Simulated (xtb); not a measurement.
H3O4P, charge -1, sextet, geometry from GFN2-xTB of the parent state (a state made from the parent by changing its charge; the spin is typed, not shown lowest); GFN1-xTB in xtb.

xtb was given this input:
```
$ xtb mol.xyz --gfn 1 --chrg -1 --uhf 5 --json

# file mol.xyz
8

O      0.65738853     0.78994277     1.57170001
P      0.05538012    -0.13965985     0.15998664
O      1.30239840    -0.33548730    -0.63760686
O     -1.18992861    -1.28382886    -0.80885675
O     -0.81182172     1.16052664    -0.36088528
H      1.59934532     0.73366670     1.43279398
H     -0.64615389    -2.04297136    -1.00115575
H     -1.44818583     0.75497630    -0.94624700
```

Output, abridged:

```
   ID    Z sym.   atoms
    1    8 O      1, 3-5
    2   15 P      2
    3    1 H      6-8

           -------------------------------------------------
          |                Calculation Setup                |
           -------------------------------------------------

           -------------------------------------------------
          |                 G F N 1 - x T B                 |
           -------------------------------------------------

          ...................................................
          :                      SETUP                      :
          :.................................................:
          :  # basis functions                  32          :
          :  # atomic orbitals                  31          :
          :  # shells                           17          :
          :  # electrons                        33          :
          :  # halogen bonds                     0          :
          :  max. iterations                   250          :
          :  Hamiltonian                  GFN1-xTB          :
          :  restarted?                      false          :
          :  GBSA solvation                  false          :
          :  PC potential                    false          :
          :  electronic temp.          300.0000000     K    :
          :  accuracy                    1.0000000          :
          :  -> integral cutoff          0.2500000E+02      :
          :  -> integral neglect         0.1000000E-07      :
          :  -> SCF convergence          0.1000000E-05 Eh   :
          :  -> wf. convergence          0.2000000E-04 e    :
          :  Broyden damping             0.4000000          :
          :  net charge                         -1          :
          :  unpaired electrons                  5          :
          ...................................................

 iter      E             dE          RMSdq      gap      omega  full diag
   1    -22.2507060 -0.222507E+02  0.759E+00    0.62       0.0  T
   2    -20.5774803  0.167323E+01  0.959E+00    1.06       1.0  T
   3    -21.7194859 -0.114201E+01  0.722E+00    1.17       1.0  T
   4    -22.2759031 -0.556417E+00  0.464E+00    1.06       1.0  T
   5    -21.8500180  0.425885E+00  0.662E+00    0.74       1.0  T
   6    -22.4432790 -0.593261E+00  0.338E+00    0.41       1.0  T
   7    -22.5885183 -0.145239E+00  0.248E+00    0.56       1.0  T
   8    -22.6567103 -0.681920E-01  0.129E+00    0.41       1.0  T
   9    -22.6727299 -0.160196E-01  0.743E-01    0.45       1.0  T
  10    -22.6764402 -0.371038E-02  0.505E-01    0.47       1.0  T
  11    -22.6495437  0.268966E-01  0.123E+00    0.48       1.0  T
  12    -22.6802307 -0.306871E-01  0.358E-01    0.47       1.0  T
  13    -22.6817753 -0.154461E-02  0.889E-02    0.47       1.0  T
  14    -22.6818970 -0.121631E-03  0.392E-02    0.47       1.0  T
  15    -22.6819417 -0.447349E-04  0.148E-02    0.47       2.4  T
  16    -22.6819444 -0.266949E-05  0.386E-03    0.47       9.2  T
  17    -22.6819447 -0.304015E-06  0.131E-03    0.47      27.1  T
  18    -22.6819447 -0.241578E-07  0.124E-03    0.47      28.6  T
  19    -22.6819447 -0.257363E-07  0.238E-04    0.47     148.3  T
  20    -22.6819447 -0.809862E-09  0.865E-05    0.47     408.9  T
  21    -22.6819447 -0.122782E-09  0.280E-05    0.47    1261.5  T

   *** convergence criteria satisfied after 21 iterations ***

         :::::::::::::::::::::::::::::::::::::::::::::::::::::
         ::                     SUMMARY                     ::
         :::::::::::::::::::::::::::::::::::::::::::::::::::::
         :: total energy             -22.586521887215 Eh    ::
         :: gradient norm              0.269576962559 Eh/a0 ::
         :: HOMO-LUMO gap              0.469158995042 eV    ::
         ::.................................................::
         :: SCC energy               -22.681944709848 Eh    ::
         :: -> electrostatic           0.174587938675 Eh    ::
         :: repulsion energy           0.097634554757 Eh    ::
         :: dispersion energy         -0.002211732124 Eh    ::
         :: halogen bond corr.         0.000000000000 Eh    ::
         :: add. restraining           0.000000000000 Eh    ::
         :: total charge              -1.000000000012 e     ::
         :::::::::::::::::::::::::::::::::::::::::::::::::::::

           -------------------------------------------------
          |                Property Printout                |
           -------------------------------------------------

    * Orbital Energies and Occupations

         #    Occupation            Energy/Eh            Energy/eV
      -------------------------------------------------------------
         1        2.0000           -0.6407645             -17.4361
       ...           ...                  ...                  ...
         7        2.0000           -0.4250351             -11.5658
         8        2.0000           -0.4156223             -11.3097
         9        2.0000           -0.4107762             -11.1778
        10        2.0000           -0.3933975             -10.7049
        11        2.0000           -0.3783211             -10.2946
        12        2.0000           -0.3598515              -9.7921
        13        2.0000           -0.3568480              -9.7103
        14        1.7653           -0.3476982              -9.4614
        15        1.2346           -0.3454522              -9.4002
        16        1.0002           -0.3383070              -9.2058
        17        1.0000           -0.1852600              -5.0412
        18        1.0000            0.0930715               2.5326
        19        0.9999            0.1116990               3.0395 (HOMO)
        20        0.0001            0.1289403               3.5086 (LUMO)
        21                          0.1493685               4.0645
        22                          0.2297645               6.2522
        23                          0.2740356               7.4569
        24                          0.4012745              10.9192
        25                          0.4966599              13.5148
        26                          0.5694820              15.4964
        27                          0.5941203              16.1668
        28                          0.6161074              16.7651
        29                          0.6291750              17.1207
        30                          1.2759067              34.7192
        31                          1.7167104              46.7141
      -------------------------------------------------------------
                  HL-Gap            0.0172413 Eh            0.4692 eV
             Fermi-level           -0.1131280 Eh           -3.0784 eV

  Mulliken/CM5 charges         n(s)   n(p)   n(d)
     1O    -0.35871 -0.53293   1.774  4.585  0.000
     2P     0.36612  0.35058   1.469  2.035  1.130
     3O    -0.34363 -0.36119   1.749  4.594  0.000
     4O    -0.34096 -0.52456   1.811  4.530  0.000
     5O    -0.35411 -0.53046   1.734  4.620  0.000
     6H    -0.00124  0.18686   1.001  0.000  0.000
     7H    -0.05263  0.12882   1.053  0.000  0.000
     8H     0.08516  0.28287   0.915  0.000  0.000

Wiberg/Mayer (AO) data.
largest (>0.10) Wiberg bond orders for each atom

 ---------------------------------------------------------------------------
     #   Z sym  total        # sym  WBO       # sym  WBO       # sym  WBO
 ---------------------------------------------------------------------------
     1   8 O    1.983 --     2 P    0.863     6 H    0.772     3 O    0.159
                             5 O    0.134
     2  15 P    4.676 --     3 O    1.505     5 O    1.031     1 O    0.863
                             4 O    0.667     8 H    0.335     7 H    0.161
                             6 H    0.115
     3   8 O    2.038 --     2 P    1.505     4 O    0.199     1 O    0.159
                             5 O    0.135
     4   8 O    1.775 --     7 H    0.778     2 P    0.667     3 O    0.199
     5   8 O    2.169 --     2 P    1.031     8 H    0.792     3 O    0.135
                             1 O    0.134
     6   1 H    1.265 --     1 O    0.772     7 H    0.284     2 P    0.115
     7   1 H    1.267 --     4 O    0.778     6 H    0.284     2 P    0.161
     8   1 H    1.245 --     5 O    0.792     2 P    0.335
 ---------------------------------------------------------------------------

Topologies differ in total number of bonds
Writing topology from bond orders to xtbtopo.mol

 dipole moment from electron density (au)
     X       Y       Z
   0.1031   0.1384  -0.4053  total (Debye):    1.120

           -------------------------------------------------
          | TOTAL ENERGY              -22.586521887215 Eh   |
          | GRADIENT NORM               0.269576962559 Eh/α |
          | HOMO-LUMO GAP               0.469158995042 eV   |
           -------------------------------------------------

normal termination of xtb
```
